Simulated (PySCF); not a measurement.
Si(Me)(SH)3 (CH6S3Si), SMILES S[Si](C)(S)S.

The structure is a stationary point at r2SCAN-D4/def2-SVP. The values are those of a single conformer.

Method: PySCF with SMD-M06-2X/6-31G*.

Solvation free energies are E(SMD) − E(gas) at the gas-phase geometry, for 1 M in both phases. In vacuum the dipole moment is 2.06 D.

| solvent | ΔG(solv) (kcal/mol) | its non-electrostatic (CDS) part | dipole (D) |
|---|---|---|---|
| water | -3.8 | 2.3 | 2.84 |
| dimethylsulfoxide | -7.3 | -1.3 | 2.83 |
| toluene | -6.3 | -3.5 | 2.39 |
